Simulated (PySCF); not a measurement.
Compound: C5H7F2N.
Numbering: `[CH2:1]=[CH:2]/[C:3](=[N:4]\[CH3:5])[CH:6]([F:7])[F:8]` (hydrogens: H9, H10 on C1; H11 on C2; H12, H13, H14 on C5; H15 on C6)

The same species was optimised twice, with GFN2-xTB and with PBE0-D3(BJ)/def2-SVP (PySCF), and the same property calculations (PySCF, gas phase) were run on both structures.

| coordinate | GFN2-xTB | PBE0-D3(BJ)/def2-SVP | change |
| --- | --- | --- | --- |
| C2–C3 (Å) | 1.459 | 1.469 | +0.010 |
| C1=C2 (Å) | 1.330 | 1.339 | +0.009 |
| C3=N4 (Å) | 1.269 | 1.275 | +0.006 |
| N4–C5 (Å) | 1.432 | 1.438 | +0.006 |
| C6–F8 (Å) | 1.357 | 1.353 | -0.004 |
| C6–F7 (Å) | 1.358 | 1.354 | -0.004 |
| C3–C6 (Å) | 1.518 | 1.515 | -0.003 |
| C3–N4–C5 (°) | 123.2 | 121.0 | -2.2 |
| C2–C3–N4 (°) | 127.8 | 126.5 | -1.3 |
| F7–C6–F8 (°) | 106.0 | 107.0 | +1.0 |
| C3–C6–F7 (°) | 111.7 | 110.9 | -0.8 |
| C3–C6–F8 (°) | 111.7 | 110.9 | -0.8 |
| N4–C3–C6 (°) | 113.4 | 114.1 | +0.7 |
| C2–C3–C6 (°) | 118.7 | 119.4 | +0.7 |
| C1–C2–C3 (°) | 125.1 | 125.2 | +0.1 |
| C1–C2–C3–N4 (°) | 180 | 178 | -2 |
| C2–C3–C6–F7 (°) | 59 | 60 | +1 |

Rotational constants: A = 2883, B = 1549, C = 1236 MHz (GFN2-xTB) against A = 2861, B = 1558, C = 1239 MHz (PBE0-D3(BJ)/def2-SVP). Atoms that the bonding makes alike are paired by their places after alignment.

On the GFN2-xTB structure: lowest singlet, TDDFT (eV) 4.22 [wB97X-D/def2-SVPD]; lowest triplet, Tamm–Dancoff (eV) 3.45 [wB97X-D/def2-SVPD]; isotropic polarisability (au) 72.7 [wB97X-D/def2-SVPD]; HOMO (eV) -9.45 [wB97X-D/def2-SVPD]; LUMO (eV) -0.05 [wB97X-D/def2-SVPD]; dipole (D) 2.59 [wB97X-D/def2-SVPD]; HOMO (eV) -7.47 [PBE0/pcSseg-1]; LUMO (eV) -1.75 [PBE0/pcSseg-1]; dipole (D) 2.59 [PBE0/pcSseg-1]; GIAO shielding of C1 (ppm) 49.0 [PBE0/pcSseg-1]; GIAO shielding of C2 (ppm) 60.5 [PBE0/pcSseg-1]; GIAO shielding of C3 (ppm) 18.7 [PBE0/pcSseg-1]; GIAO shielding of N4 (ppm) -120.7 [PBE0/pcSseg-1]; GIAO shielding of C5 (ppm) 148.0 [PBE0/pcSseg-1]; GIAO shielding of C6 (ppm) 60.6 [PBE0/pcSseg-1]; GIAO shielding of F7/F8 (mean) (ppm) 302.0 [PBE0/pcSseg-1].

What do these properties become on the PBE0-D3(BJ)/def2-SVP structure?

```json
{"property": "lowest singlet, TDDFT (eV)", "level": "wB97X-D/def2-SVPD", "on GFN2-xTB": "4.22", "on PBE0-D3(BJ)/def2-SVP": "4.29", "change": "+0.07"}
{"property": "lowest triplet, Tamm–Dancoff (eV)", "level": "wB97X-D/def2-SVPD", "on GFN2-xTB": "3.45", "on PBE0-D3(BJ)/def2-SVP": "3.39", "change": "-0.06"}
{"property": "isotropic polarisability (au)", "level": "wB97X-D/def2-SVPD", "on GFN2-xTB": "72.7", "on PBE0-D3(BJ)/def2-SVP": "73.4", "change": "+0.7"}
{"property": "HOMO (eV)", "level": "wB97X-D/def2-SVPD", "on GFN2-xTB": "-9.45", "on PBE0-D3(BJ)/def2-SVP": "-9.53", "change": "-0.08"}
{"property": "LUMO (eV)", "level": "wB97X-D/def2-SVPD", "on GFN2-xTB": "-0.05", "on PBE0-D3(BJ)/def2-SVP": "-0.08", "change": "-0.03"}
{"property": "dipole (D)", "level": "wB97X-D/def2-SVPD", "on GFN2-xTB": "2.59", "on PBE0-D3(BJ)/def2-SVP": "2.50", "change": "-0.09"}
{"property": "energy, GFN2-xTB geometry as zero (kcal/mol)", "level": "wB97X-D/def2-SVPD", "on GFN2-xTB": "0.0", "on PBE0-D3(BJ)/def2-SVP": "-0.8", "change": "-0.8"}
{"property": "HOMO (eV)", "level": "PBE0/pcSseg-1", "on GFN2-xTB": "-7.47", "on PBE0-D3(BJ)/def2-SVP": "-7.56", "change": "-0.09"}
{"property": "LUMO (eV)", "level": "PBE0/pcSseg-1", "on GFN2-xTB": "-1.75", "on PBE0-D3(BJ)/def2-SVP": "-1.78", "change": "-0.03"}
{"property": "dipole (D)", "level": "PBE0/pcSseg-1", "on GFN2-xTB": "2.59", "on PBE0-D3(BJ)/def2-SVP": "2.50", "change": "-0.09"}
{"property": "energy, GFN2-xTB geometry as zero (kcal/mol)", "level": "PBE0/pcSseg-1", "on GFN2-xTB": "0.0", "on PBE0-D3(BJ)/def2-SVP": "-0.5", "change": "-0.5"}
{"property": "GIAO shielding of C1 (ppm)", "level": "PBE0/pcSseg-1", "on GFN2-xTB": "49.0", "on PBE0-D3(BJ)/def2-SVP": "46.0", "change": "-3.0"}
{"property": "GIAO shielding of C2 (ppm)", "level": "PBE0/pcSseg-1", "on GFN2-xTB": "60.5", "on PBE0-D3(BJ)/def2-SVP": "57.3", "change": "-3.2"}
{"property": "GIAO shielding of C3 (ppm)", "level": "PBE0/pcSseg-1", "on GFN2-xTB": "18.7", "on PBE0-D3(BJ)/def2-SVP": "16.0", "change": "-2.7"}
{"property": "GIAO shielding of N4 (ppm)", "level": "PBE0/pcSseg-1", "on GFN2-xTB": "-120.7", "on PBE0-D3(BJ)/def2-SVP": "-119.0", "change": "+1.7"}
{"property": "GIAO shielding of C5 (ppm)", "level": "PBE0/pcSseg-1", "on GFN2-xTB": "148.0", "on PBE0-D3(BJ)/def2-SVP": "145.9", "change": "-2.1"}
{"property": "GIAO shielding of C6 (ppm)", "level": "PBE0/pcSseg-1", "on GFN2-xTB": "60.6", "on PBE0-D3(BJ)/def2-SVP": "61.5", "change": "+0.9"}
{"property": "GIAO shielding of F7/F8 (mean) (ppm)", "level": "PBE0/pcSseg-1", "on GFN2-xTB": "302.0", "on PBE0-D3(BJ)/def2-SVP": "304.2", "change": "+2.2"}
```

The heavy atoms differ by 0.025 Å rms after alignment (one structure mirrored). Among bonds between heavy atoms C1=C2 and C2–C3 change most and about equally (+0.009 to +0.010 Å). Changes are differences of the printed values. Neither structure is proved a minimum here.

Conformer computed: `[CH2:1]=[CH:2]/[C:3](=[N:4]\[CH3:5])[CH:6]([F:7])[F:8]`: C1–C2–C3–N4 178°, C2–C3–C6–F7 60°.

Note: wB97X-D ran without an empirical dispersion term, which enters the total energy and its gradient alone.
